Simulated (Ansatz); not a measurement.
A CCSD(T) single point on C2H5GeNO, SMILES `[GeH3][CH]1N=CO1`.

```yaml
crystal:
  periodic: [false, false, false]
  atoms:
    - {symbol: Ge, position_ang: [-0.635444, -1.008614, 0.967135]}
    - {symbol: C, position_ang: [0.449210, 0.477896, 0.249800]}
    - {symbol: N, position_ang: [1.311182, 0.116578, -0.870443]}
    - {symbol: C, position_ang: [0.543929, 0.885006, -1.547554]}
    - {symbol: O, position_ang: [-0.345683, 1.347620, -0.638619]}
    - {symbol: H, position_ang: [-1.669830, -0.441955, 1.950853]}
    - {symbol: H, position_ang: [0.302027, -1.980785, 1.694197]}
    - {symbol: H, position_ang: [-1.324456, -1.687048, -0.221268]}
    - {symbol: H, position_ang: [0.943859, 1.079662, 1.015366]}
    - {symbol: H, position_ang: [0.508205, 1.160442, -2.596567]}
basis:
  gaussian: {orbitals: def2-TZVPP}
correlation: {method: ccsd_t}
```

```sh
$ ansatz run in.yaml --threads 4 --pin off --events-out ev --progress --plain --max-ram 10444MiB
```

The program prints (abridged):

```
Functional definition: HF
1497 factors; integrals over basis functions are off by at most 9.5e-4 eV
mean field evaluation 1: about -62128.8828 eV, gradient 3.6e1 eV
mean field evaluation 2: about -62129.2103 eV, gradient 3.6e1 eV
mean field evaluation 4: about -62132.4898 eV, gradient 4.1e0 eV
mean field evaluation 8: about -62132.5556 eV, gradient 4.0e-1 eV
mean field evaluation 16: about -62132.5568 eV, gradient 3.4e-6 eV
mean field -62132.55681669 eV, -2283.3293480539 hartree, gradient 3.4e-6 eV, S^2 0.000000; 0 other end points of the search recorded, 0 dependent functions left out
13 core orbitals not correlated: weight in the atoms' cores, before any rotation towards them, 1.000 or more for the frozen orbitals, at most 0.000 for the correlated occupied ones
reference -62132.55681669 eV, -2283.3293480539 hartree; 19, 19 occupied and 210, 210 virtual orbitals, 1497 factors
second order -27.58031628 eV of doubles, -0.00000000 eV of singles
cycle   1  -27.10492351 eV  change    4.8e-1 eV  update   1.3e-1
cycle   2  -27.95982804 eV  change   -8.5e-1 eV  update   4.1e-2
cycle   3  -28.13377249 eV  change   -1.7e-1 eV  update   2.1e-2
cycle   4  -28.11395341 eV  change    2.0e-2 eV  update   5.6e-3
cycle   5  -28.11149026 eV  change    2.5e-3 eV  update   2.8e-3
cycle   6  -28.11340673 eV  change   -1.9e-3 eV  update   8.7e-4
cycle   7  -28.11272426 eV  change    6.8e-4 eV  update   3.6e-4
cycle   8  -28.11262255 eV  change    1.0e-4 eV  update   1.4e-4
cycle   9  -28.11266708 eV  change   -4.5e-5 eV  update   5.2e-5
cycle  10  -28.11264633 eV  change    2.1e-5 eV  update   2.0e-5
perturbative correction -1.26255655 eV, -0.0463980974 hartree
Total energy: -62161.93201957 eV, -2284.4088668483 hartree
```

Run time 63 s (4 threads of an AMD EPYC 9R45 on a shared host); peak host memory 5.1 GiB.

The correlation energy is -29.375 eV, 4.3 % of it from (T); the T1 diagnostic reads 0.0142.
